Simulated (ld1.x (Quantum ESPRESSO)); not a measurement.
## Cu (Z = 29): TM pseudisation with PBE, fully relativistic reference atom.

- Element: copper (Cu)
- Generator: ld1.x (Quantum ESPRESSO) 7.5
- Type: norm-conserving Troullier–Martins (Kleinman–Bylander form)
- Functional: PBE
- Relativity: fully relativistic
- Frozen core: [Ar]
- Valence charge: 11
- Reference configuration: 3d9 4s2 4p0
- Partial waves: 4s (bound): rc 2.15 bohr; 4p (bound, empty): rc 3.10 bohr; 3d (bound): rc 1.35 bohr; 4f channel at 0.2 Ry: rc 3.15 bohr
- Local potential: all-electron potential smoothed inside 1.95 bohr (lloc = -1)
- Core correction: Bessel-smoothed model core inside 0.95 bohr

Open shells are filled in proportion to 2j + 1 (rel_dist='average').

Poles of the logarithmic derivatives, all-electron (AE) and pseudo (PS). s: poles at 0.0, 4.1 (AE) and 0.0, 2.6, 5.0 (PS) Ry. p1/2: poles at 0.8, 4.9 (AE) and 0.7, 3.8 (PS) Ry. p3/2: poles at 0.8, 4.9 (AE) and 0.8, 3.8 (PS) Ry. d3/2: poles at -0.7, 2.1 (AE) and -0.7, 2.2 (PS) Ry. d5/2: poles at -0.7, 2.1 (AE) and -0.7, 2.2 (PS) Ry. f5/2: poles at 3.0 (AE) and 3.1 (PS) Ry. f7/2: poles at 3.0 (AE) and 3.1 (PS) Ry. Test radius 3.41 bohr.

- Cutoffs needed: 140 Ry and 260 Ry (the cutoffs (Ry, on a coarse ladder) from which the occupation-weighted sum of valence levels, in a spherical-Bessel basis at the reference potential, stays within 10 and 1 mRy of its value at 400 Ry)
- Ghost test: no extra level below or beside the all-electron valence levels (s, p1/2, p3/2, d3/2, d5/2, f5/2, f7/2 tested) (spherical-Bessel basis up to 400 Ry, 20 bohr box)
- Largest excitation error: -1196 meV (all-electron minus pseudo) for 3d7 4s0 4p0, out of 7 test configurations
